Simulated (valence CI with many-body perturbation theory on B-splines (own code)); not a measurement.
Values are calculated unless marked as measured or tabulated.
## Level structure of Ir6+

Level of theory: valence CI with perturbative core correlation (CI+MBPT): three valence electrons over a frozen Dirac-Fock core [Xe] 4f14, a basis of 7 s, 7 p, 8 d, 6 f, 4 g, 1 h functions for each j, with the one-electron correlation potential Σ1, the two-electron term Σ2, the three-electron term Σ3, Breit, model QED; selected CI, second order for the rest, scaled by the run's own slope (own B-spline code, finite nucleus).

No measured levels were compared; by estimate terms of the open shell hold to 2 to 4 % of their energy, and close levels can change places; different configurations can be misplaced against each other by 1,000 to 8,000 cm⁻¹. Only levels of the ground parity were solved; by the run's estimate the other parity begins above the list, which can be wrong where configurations are misplaced.

Levels 1 to 33 of 33, with energies above the lowest level, 5d³ ⁴F_3/2. "Leading %" is the weight of the configuration and term that name the level; weights of strongly mixed levels are sums over their largest components and can fall short, so below about 35 % the name and the second component can differ from the true leading terms, or belong to a minority configuration. In the jj column 3d3/2^4 stands for four electrons in 3d with j = 3/2.

```
No.  Configuration  Term     J  E (cm⁻¹)  Leading %  Second component             Leading jj      g
  1            5d³    ⁴F   3/2       0.0         80       16 % 5d³ ²D         5d3/2^3 (76 %)  0.499
  2            5d³    ⁴F   5/2      8032         94        5 % 5d³ ²D   5d3/2^2 5d5/2 (92 %)  1.038
  3            5d³    ⁴F   7/2     14059         81       16 % 5d³ ²G   5d3/2^2 5d5/2 (60 %)  1.179
  4            5d³    ⁴P   3/2     17071         47       34 % 5d³ ²P   5d3/2^2 5d5/2 (82 %)  1.379
  5            5d³    ⁴F   9/2     17574         49       36 % 5d³ ²G   5d3/2^2 5d5/2 (73 %)  1.188
  6            5d³    ⁴P   1/2     19867         69       30 % 5d³ ²P   5d3/2^2 5d5/2 (97 %)  2.057
  7            5d³    ²G   7/2     27272         78       18 % 5d³ ⁴F   5d3/2 5d5/2^2 (71 %)  0.960
  8            5d³    ²H   9/2     28462         56       38 % 5d³ ⁴F   5d3/2 5d5/2^2 (60 %)  1.084
  9            5d³    ⁴P   5/2     29535         88        9 % 5d³ ²D   5d3/2 5d5/2^2 (57 %)  1.549
 10            5d³    ²D   3/2     33432         44       41 % 5d³ ⁴P   5d3/2 5d5/2^2 (94 %)  1.187
 11            5d³    ²P   1/2     34890         69       30 % 5d³ ⁴P   5d3/2 5d5/2^2 (96 %)  1.278
 12            5d³    ²H  11/2     37595        100                    5d3/2 5d5/2^2 (100 %)  1.091
 13            5d³    ²D   5/2     41068         90        4 % 5d³ ⁴P   5d3/2 5d5/2^2 (68 %)  1.207
 14            5d³    ²G   9/2     44303         59       29 % 5d³ ²H         5d5/2^3 (82 %)  1.081
 15            5d³    ²F   5/2     46013         84       12 % 5d³ ²D   5d3/2 5d5/2^2 (55 %)  0.923
 16            5d³    ²F   7/2     47268         93        5 % 5d³ ²G   5d3/2 5d5/2^2 (88 %)  1.129
 17            5d³    ²P   3/2     48657         56       30 % 5d³ ²D         5d5/2^3 (80 %)  1.189
 18            5d³    ²D   3/2     69415         98                     5d3/2 5d5/2^2 (80 %)  0.810
 19            5d³    ²D   5/2     71175         82       13 % 5d³ ²F         5d5/2^3 (69 %)  1.169
 20          5d²6s    ⁴F   3/2    136810         90      9 % 5d²6s ²D      5d3/2^2 6s (90 %)  0.439
 21          5d²6s    ⁴F   5/2    140210         73     15 % 5d²6s ²F      5d3/2^2 6s (80 %)  1.026
 22          5d²6s    ⁴F   7/2    149780         93      6 % 5d²6s ²F  5d3/2 5d5/2 6s (95 %)  1.231
 23          5d²6s    ²F   5/2    155290         55     25 % 5d²6s ⁴F  5d3/2 5d5/2 6s (81 %)  0.992
 24          5d²6s    ⁴P   1/2    155670         88      8 % 5d²6s ²S      5d3/2^2 6s (74 %)  2.533
 25          5d²6s    ⁴F   9/2    157710         86     13 % 5d²6s ²G  5d3/2 5d5/2 6s (55 %)  1.304
 26          5d²6s    ⁴P   3/2    161020         84     13 % 5d²6s ²D  5d3/2 5d5/2 6s (97 %)  1.582
 27          5d²6s    ⁴P   5/2    161520         52     25 % 5d²6s ²F  5d3/2 5d5/2 6s (98 %)  1.324
 28          5d²6s    ²F   7/2    166050         58     39 % 5d²6s ²G  5d3/2 5d5/2 6s (85 %)  1.045
 29          5d²6s    ²D   3/2    166180         54     26 % 5d²6s ²P  5d3/2 5d5/2 6s (80 %)  1.035
 30          5d²6s    ²P   1/2    171790         89      7 % 5d²6s ⁴P  5d3/2 5d5/2 6s (84 %)  0.835
 31          5d²6s    ²G   9/2    174840         86     13 % 5d²6s ⁴F      5d5/2^2 6s (55 %)  1.141
 32          5d²6s    ²D   5/2    176870         54     40 % 5d²6s ⁴P      5d5/2^2 6s (98 %)  1.344
 33          5d²6s    ²G   7/2    177420         60     35 % 5d²6s ²F      5d5/2^2 6s (80 %)  0.993
```

Names give the largest LS component (configuration and term), which can be under half, so a name can repeat, a term be missing and a line seem to break the LS rules; names also repeat where a configuration has a term twice.

The ionisation energy to 5d² ³F2 of the next ion comes out as 89.468 eV (NIST: 89 ± 2 eV (theoretical)). All 33 levels together are meant to be complete up to 181850 cm⁻¹.
